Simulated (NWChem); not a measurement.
System: Si$_{2}$H$_{3}$, doublet; SMILES [Si][SiH3]

Input file for NWChem:

```
start job
memory heap 200 mb stack 900 mb global 1100 mb
geometry units angstroms noautoz
  Si    -0.019632     1.343620     0.000000
  Si    -0.007592    -1.038093     0.000000
  H     -0.588768    -1.700520     1.213448
  H      1.474885    -1.313956     0.000000
  H     -0.588768    -1.700520    -1.213448
end
basis spherical
  Si library def2-svp
  H library def2-svp
end
dft
  odft
  mult 2
  xc xwpbe 0.80 cpbe96 1.0 hfexch 1.00
  cam 0.2 cam_alpha 0.2 cam_beta 0.8
  iterations 150
end
tddft
  cis
  nroots 8
end
task tddft energy
```

Parts of the log:

```
             Northwest Computational Chemistry Package (NWChem) 7.3.0
             --------------------------------------------------------

 CS  symmetry detected

                             Geometry "geometry" -> ""
                             -------------------------

 Output coordinates in angstroms (scale by  1.889725989 to convert to a.u.)

  No.       Tag          Charge          X              Y              Z
 ---- ---------------- ---------- -------------- -------------- --------------
    1 Si                  14.0000    -0.01018282    -1.35780407     0.00000000
    2 Si                  14.0000    -0.00997695     1.02393936     0.00000000
    3 H                    1.0000    -0.59443717     1.68347050     1.21344800
    4 H                    1.0000     1.47111107     1.30716491     0.00000000
    5 H                    1.0000    -0.59443717     1.68347050    -1.21344800

 Effective nuclear repulsion energy (a.u.)      65.8795529231

      Symmetry information
      --------------------

 Group name             Cs
 Group number              2
 Group order               2
 No. of unique centers     4

  pbe96 is a nonlocal functional; adding pw91lda local functional.

                                 NWChem DFT Module
                                 -----------------

 Summary of "ao basis" -> "ao basis" (spherical)
 ------------------------------------------------------------------------------
       Tag                 Description            Shells   Functions and Types
 ---------------- ------------------------------  ------  ---------------------
 Si                         def2-svp                 8       18   4s3p1d
 H                          def2-svp                 3        5   2s1p

      Symmetry analysis of basis
      --------------------------

        a'         35
        a"         16

[...]

                                NWChem TDDFT Module
                                -------------------

            General Information
            -------------------
           No. of orbitals :     102
            Alpha orbitals :      51
             Beta orbitals :      51
        Alpha frozen cores :       0
         Beta frozen cores :       0
     Alpha frozen virtuals :       0
      Beta frozen virtuals :       0
         Spin multiplicity :       2
    Number of AO functions :      51
        Use of symmetry is : off
      Symmetry adaption is : on
         Schwarz screening :  0.10D-07

              XC Information
              --------------
              Hartree-Fock (Exact) Exchange   1.00
              LC-wPBE(h)Exchange Functional   0.80
     Perdew 1991 LDA Correlation Functional   1.00 local
    PerdewBurkeErnz. Correlation Functional   1.00 non-local
           Alpha           :  0.20
           Beta            :  0.80
           Gamma           :  0.20

             TDDFT Information
             -----------------
          Calculation type : Tamm-Dancoff TDDFT
         Wavefunction type : Unrestricted
          No. of electrons :      31
           Alpha electrons :      16
            Beta electrons :      15
              No. of roots :       8
          Max subspacesize :    5600
            Max iterations :     100
               Target root :       1
           Target symmetry : none
      Symmetry restriction : off
                 Algorithm : Optimal
        Davidson threshold :  0.10D-03

    8 smallest eigenvalue differences (eV)
--------------------------------------------------------
  No. Spin  Occ  Vir  Irrep   E(Occ)    E(Vir)   E(Diff)
--------------------------------------------------------
    1    1   16   17 a'       -0.278    -0.066     5.772
    2    1   15   17 a"       -0.324    -0.066     7.037
    3    2   15   16 a"       -0.315    -0.053     7.129
    4    2   15   17 a'       -0.315    -0.023     7.957
    5    1   14   17 a"       -0.432    -0.066     9.958
    6    1   13   17 a'       -0.432    -0.066     9.976
    7    1   16   18 a'       -0.278     0.089     9.980
    8    2   14   16 a'       -0.426    -0.053    10.152
--------------------------------------------------------

  Entering Davidson iterations
  Unrestricted

  Iter   NTrls   NConv    DeltaV     DeltaE      Time
  ----  ------  ------  ---------  ---------  ---------
    1      8       0     0.52E-01   0.10+100        2.7
    2     16       0     0.28E-01   0.68E-02        3.1
    3     24       0     0.32E-01   0.59E-02        3.0
    4     32       1     0.20E-01   0.29E-02        3.1
    5     39       4     0.80E-02   0.56E-03        2.8
    6     43       4     0.51E-02   0.15E-03        2.1
    7     47       5     0.42E-01   0.68E-03        2.0
    8     50       6     0.42E-01   0.76E-02        1.8
    9     52       6     0.25E-01   0.24E-02        1.6
   10     54       6     0.13E-01   0.12E-02        1.6
   11     56       6     0.62E-02   0.32E-03        1.6
   12     58       6     0.26E-02   0.44E-04        1.5
   13     60       6     0.22E-02   0.16E-04        1.5
   14     62       7     0.10E-02   0.67E-05        1.6
   15     63       7     0.32E-03   0.92E-06        1.3
   16     64       7     0.12E-03   0.96E-07        1.3
   17     65       8     0.68E-04   0.86E-08        1.3
  ----  ------  ------  ---------  ---------  ---------
  Convergence criterion met

  Ground state a"       -580.260225476054 a.u.
  <S2> =   0.7549

[...]
```

Level: LRC-wPBEh/def2-SVP, spin-unrestricted, TDA. In the optimisation the excess spin sits in a" (Cs, its own frame). All runs use the structure optimised with PBE0/def2-SVP, spin-unrestricted. No stability test was run on the SCF state.
